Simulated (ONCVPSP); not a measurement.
## Transferability test, ONCV potential for fluorine

| Property | Result |
| --- | --- |
| Element | F (Z = 9) |
| Generator | ONCVPSP 4.0.1 |
| Type | optimised norm-conserving Vanderbilt (ONCV) |
| Functional | PBE |
| Relativity | non-relativistic |
| Frozen core | [He] |
| Valence charge | 7 |
| Reference configuration | 2s2 2p3.5 (charge +1.5) |
| Partial waves | 2s: rc 0.80 bohr, ncon 3, nbas 6, qcut 10.4 1/bohr, 2 projectors, debl 4 Ha; 2p: rc 0.80 bohr, ncon 4, nbas 8, qcut 13.9 1/bohr, local |
| Local potential | the p channel |
| Core correction | none |

Energies are relative to the spin-unpolarised reference configuration 2s2 2p3.5; without spin polarisation the order of configurations can differ from experiment.

Problem. Give the all-electron excitation energy and the error of the potential for: 2s2 2p5; 2s2 2p4; 2s2 2p3; 2s2 2p4.5.

Solution.

```json
{"valence configuration": "2s2 2p5", "charge": "0", "ΔE all-electron (eV)": "-36.011", "error AE − PS (meV)": "+0.2"}
{"valence configuration": "2s2 2p4", "charge": "+1", "ΔE all-electron (eV)": "-16.610", "error AE − PS (meV)": "+0.7"}
{"valence configuration": "2s2 2p3", "charge": "+2", "ΔE all-electron (eV)": "21.785", "error AE − PS (meV)": "+2.2"}
{"valence configuration": "2s2 2p4.5", "charge": "+0.5", "ΔE all-electron (eV)": "-28.463", "error AE − PS (meV)": "+1.1"}
```

Levels in the configuration 2s2 2p4:

```json
{"level": "2s", "all-electron (eV)": "-47.301", "pseudo (eV)": "-47.291"}
{"level": "2p", "all-electron (eV)": "-28.318", "pseudo (eV)": "-28.320"}
```
